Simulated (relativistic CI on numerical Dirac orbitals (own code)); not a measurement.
One change at a time: In33+

Base calculation: Dirac-Coulomb-Breit CI, KLI orbitals optimised for each configuration, model QED, unscaled Slater integrals.

CI space (outside the closed core [Ne]): 3s2.3p4, 3s.3p5, 3s2.3p3.3d, 3p6, 3s.3p4.3d, 3p5.3d, 3s.3p3.3d2, 3s2.3p2.3d.4p, 3p5.4s, 3s.3p3.3d.4s, 3p5.4p, 3s2.3p3.4s, 3s2.3p3.4p, 3s2.3p3.4d, 3p4.3d.4p, 3s.3p4.4s, 3s2.3p3.4f, 3s.3p4.4p, 3s.3p4.4d, 3s.3p4.4f, 3s2.3p3.5s, 3s2.3p3.5p, 3s2.3p2.4s.4p, 3s2.3p3.5d, 3s2.3p3.5f, 3s2.3p3.5g, 3s.3p3.4s2, 3s.3p4.5s, 3s2.3p2.3d2, 3s2.3p.3d3, 3s.3p2.3d3, 3s2.3p.3d2.4s, 3s2.3p.3d2.4p, 3s2.3p.3d2.4d, 3p4.3d2, 3p3.3d3, 3p3.3d2.4s, 3p3.3d2.4p, 3p3.3d2.4d, 3s2.3p2.3d.4s, 3s.3p2.3d2.4s, 3s2.3p.3d.4s2, 3s2.3p.3d.4s.4p, 3s2.3p.3d.4s.4d, 3p4.3d.4s, 3p3.3d.4s2, 3p3.3d.4s.4p, 3p3.3d.4s.4d, 3s2.3p2.4s2, 3s.3p2.3d.4s2, 3s2.3p.4s2.4p, 3s2.3p.4s2.4d, 3s2.3p2.4p2, 3s2.3p.3d.4p2, 3s.3p2.3d.4p2, 3s2.3p.4s.4p2, 3s2.3p.4p3, 3s2.3p.4p2.4d, 3s.3p3.4s.4p, 3s.3p2.3d.4s.4p, 3s.3p2.4s2.4p, 3s.3p2.4s.4p2, 3s.3p2.4s.4p.4d. Double excitations out of closed p, d and f shells are left out; levels of such configurations are missing from the list, as are those of other unlisted configurations, and high levels can miss mixing partners. These lack a partner that the ground configuration has and come out too high: 3s2.3p3.4f, 3s.3p4.4p, 3s.3p4.4d, 3s.3p4.4f, 3s2.3p3.5s.

Variants: (1) non-relativistic limit. Shifts of the energy above 3s2.3p4 3P_2, in cm⁻¹, for the lowest level and the first level of each name with at least 55 % of one term (blank where a level changes its place among those of its configuration and J or its character, or is not in the variant):

```
           Level     Base     Δ(1)
    3s2.3p4 3P_2        0        0
    3s2.3p4 3P_1   379068  -379067
    3s2.3p4 1D_2   430372  -357431
3s2.3p3.3d 3D°_1  1385332  -340597
3s2.3p3.3d 3G°_4  1528454         
3s2.3p3.3d 3D°_3  1529420         
3s2.3p3.3d 3F°_4  1599481         
3s2.3p3.3d 3G°_5  1618897  -486384
  3s.3p4.3d 5F_5  2299523  -580909
```

At this charge energies of transitions that change n are usually good to better than 1 %, and those within a shell (Δn = 0) to a few per cent.

Ionisation energy from the two ground configurations alone: base 2113.1 eV. The NIST ASD value (semi-empirical) is 2111 eV.

LS names give the leading component of a level, which can be under half, so a name can repeat, a term be missing and a line seem to break the LS rules.
